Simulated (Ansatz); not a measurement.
`[SiH3][BH][GeH2][Cl]` + `CC[TeH]` → `CC[Te][SiH3]` + `[BH2][GeH2][Cl]` at 500 K and 1 bar (cleavage of the Si–B bond).

Computed with Ansatz on PBE0-D4/def2-TZVP structures; ΔE is electronic, products minus reactants. CCSD(T)/CBS adds triple-zeta CCSD(T) − MP2 to the extrapolated MP2 energy (def2 sets, frozen cores). def2 core potentials past Kr. For Ge, Te outer-core shells are correlated without core-valence functions, which leaves a few kJ/mol of doubt a bond. Scalar relativity is left out up to krypton. One conformer a species, not always the lowest.

| species | CCSD(T)/CBS energy (Eh) | H − E (kJ/mol) | S (J/(mol·K)) |
| --- | --- | --- | --- |
| `[SiH3][BH][GeH2][Cl]` | -2853.36466 | 191.6 | 456.2 |
| `CC[TeH]` | -347.43450 | 223.2 | 358.5 |
| `CC[Te][SiH3]` | -637.73763 | 286.7 | 443.5 |
| `[BH2][GeH2][Cl]` | -2563.08808 | 132.7 | 365.9 |

H − E and S are ideal-gas, rigid-rotor, harmonic terms from PBE0-D4/def2-TZVP, for one conformer and one mirror image of each species. 1 Eh = 2625.50 kJ/mol, R = 8.31446 J/(mol·K).

Task: By hand: ΔE, ΔH, ΔS and ΔG.

Result: ΔE = (-637.73763) + (-2563.08808) − (-2853.36466) − (-347.43450) = -0.02655 Eh = -69.7 kJ/mol. Δ(H − E) = 286.7 + 132.7 − 191.6 − 223.2 = 4.6, so ΔH = -65.1 kJ/mol. ΔS = 443.5 + 365.9 − 456.2 − 358.5 = -5.3 J/(mol·K). ΔG = -65.1 − 500 × (-5.3)/1000 = -62.4 kJ/mol.

Task: By hand: the equilibrium constant, and the temperature at which ΔG would vanish if ΔH and ΔS stayed fixed.

Result: log₁₀ K = −ΔG/(RT ln 10) = 6.5. ΔG = 0 at ΔH/ΔS = 12283 K, far beyond where these terms or the molecules hold.

The number of gas molecules stays the same, so ΔS is small and ΔH decides. A doubt of 5 kJ/mol in ΔE shifts log₁₀ K by 0.5 here. Other conformers and mirror images would add mixing entropy, several J/(mol·K) or more a flexible species. Modes under 60 cm⁻¹, often nearly free rotors, make the harmonic entropy too high. These are equilibria of isolated gas molecules and say nothing of rates. Largest T1 diagnostic: 0.012 (customary marks: 0.02 for closed shells, 0.045 for open ones).
